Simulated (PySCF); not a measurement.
SMILES CN1CC=C1C1C=C1, C7H9N

Molfile (atoms numbered from 1):
```
C7H9N
     RDKit          3D

 17 18  0  0  0  0  0  0  0  0999 V2000
   -1.8487    1.1624    0.2195 C   0  0  0  0  0  0  0  0  0  0  0  0
   -0.9227    0.2241    0.7973 N   0  0  0  0  0  0  0  0  0  0  0  0
   -1.2883   -1.2019    0.9432 C   0  0  0  0  0  0  0  0  0  0  0  0
    0.0513   -1.5078    0.3279 C   0  0  0  0  0  0  0  0  0  0  0  0
    0.2637   -0.1913    0.1443 C   0  0  0  0  0  0  0  0  0  0  0  0
    1.3060    0.6606   -0.4270 C   0  0  0  0  0  0  0  0  0  0  0  0
    2.7387    0.1829   -0.4358 C   0  0  0  0  0  0  0  0  0  0  0  0
    2.1353    0.1535   -1.5819 C   0  0  0  0  0  0  0  0  0  0  0  0
   -1.3627    2.1332    0.1292 H   0  0  0  0  0  0  0  0  0  0  0  0
   -2.2091    0.8587   -0.7742 H   0  0  0  0  0  0  0  0  0  0  0  0
   -2.7058    1.2626    0.8863 H   0  0  0  0  0  0  0  0  0  0  0  0
   -1.4399   -1.4929    1.9836 H   0  0  0  0  0  0  0  0  0  0  0  0
   -2.1552   -1.4906    0.3465 H   0  0  0  0  0  0  0  0  0  0  0  0
    0.6199   -2.4073    0.2223 H   0  0  0  0  0  0  0  0  0  0  0  0
    1.1054    1.7263   -0.3461 H   0  0  0  0  0  0  0  0  0  0  0  0
    3.5881    0.0065    0.1754 H   0  0  0  0  0  0  0  0  0  0  0  0
    2.1170   -0.0669   -2.6202 H   0  0  0  0  0  0  0  0  0  0  0  0
  1  2  1  0
  2  3  1  0
  3  4  1  0
  4  5  2  0
  5  6  1  0
  6  7  1  0
  7  8  2  0
  5  2  1  0
  8  6  1  0
  1  9  1  0
  1 10  1  0
  1 11  1  0
  3 12  1  0
  3 13  1  0
  4 14  1  0
  6 15  1  0
  7 16  1  0
  8 17  1  0
M  END
```

Method used: GIAO HF/pcSseg-1 magnetisability, rotational g tensor and spin-rotation constants, non-relativistic, gas phase in PySCF 2.14.0. Geometry: GFN2-xTB.

**Question.** Give the nuclear spin-rotation constants along the inertial axes (H = +C I·J) beside the isotropic shieldings.

**Answer.** Rotational constants 4.4233, 1.5009, 1.2364 GHz. A star marks the isotopologue with that one atom substituted, in its own axes.
```
atom  isotope  Caa (kHz)  Cbb (kHz)  Ccc (kHz)  mean (kHz)  σ (ppm)
  N2      14N      0.193      0.128      0.056       0.126    193.9
  H9       1H     -0.267     -0.017     -0.120      -0.135     29.1
 H10       1H     -0.475     -0.161      0.037      -0.200     30.1
 H11       1H      0.140     -0.158     -0.126      -0.048     29.5
 H12       1H     -0.226     -0.108     -0.038      -0.124     28.4
 H13       1H     -0.249     -0.161     -0.008      -0.139     29.2
 H14       1H     -0.232      0.045     -0.145      -0.111     27.3
 H15       1H     -0.430      0.008     -0.121      -0.181     30.2
 H16       1H     -0.125     -0.100     -0.022      -0.082     24.8
 H17       1H     -0.284     -0.172      0.083      -0.125     24.8
  C1     13C*      0.786      0.211      0.190       0.395    156.9
  C3     13C*      0.984      0.230      0.223       0.479    138.9
  C4     13C*      1.737      0.400      0.163       0.767     88.0
  C5     13C*      2.385      0.595      0.253       1.078     12.7
  C6     13C*      0.688      0.066      0.168       0.307    187.6
  C7     13C*      1.953      0.273      0.256       0.827     78.6
```
For the geometry as given, no vibrational averaging.

**Question.** How do the rotational constants and the g tensor change when H9, H10, H11, H12, H13, H14, H15, H16, H17 are replaced by deuterium?

**Answer.** Constants 3.4899, 1.3001, 1.0642 GHz; g -0.0274, -0.0013, -0.0059, against -0.0343, -0.0016, -0.0069 before.
